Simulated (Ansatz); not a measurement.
The input (input.yaml):

```yaml
crystal:
  periodic: [false, false, false]
  atoms:
    - { symbol: O, position_ang: [-0.0804, -2.9617, -0.5744] }
    - { symbol: Si, position_ang: [1.1635, -2.2386, 0.3119] }
    - { symbol: O, position_ang: [1.7987, -0.8919, -0.548] }
    - { symbol: Al, position_ang: [0.6888, 0.4832, -0.3598] }
    - { symbol: Si, position_ang: [-0.2839, 2.3538, 0.7571] }
    - { symbol: Si, position_ang: [-1.301, 1.7062, -1.0671] }
    - { symbol: H, position_ang: [-0.9102, -2.4428, -0.2581] }
    - { symbol: H, position_ang: [2.2534, -3.2373, 0.4673] }
    - { symbol: H, position_ang: [0.7121, -1.8328, 1.7012] }
    - { symbol: H, position_ang: [-0.935, 2.0101, 2.0686] }
    - { symbol: H, position_ang: [0.5514, 3.5572, 0.6782] }
    - { symbol: H, position_ang: [-1.0364, 2.4948, -2.2604] }
    - { symbol: H, position_ang: [-2.6005, 0.9651, -0.9018] }
basis:
  gaussian: { orbitals: def2-SVP }
hamiltonian:
  xc: b3lyp
relax:
  f_tol: 0.015
  max_steps: 40
```

Run as:

```bash
$ ansatz run input.yaml --threads 2 --pin off --max-ram 3072MiB --backend cpu --events-out ev --progress --plain --runs-dir out
```

Hardware: 2 threads of Arm Neoverse V1, on a shared host.

Question: Roughly how long does this run take, and how much memory?

Answer: 3.1 min, with a peak of 0.37 GiB, for 38 ionic steps.
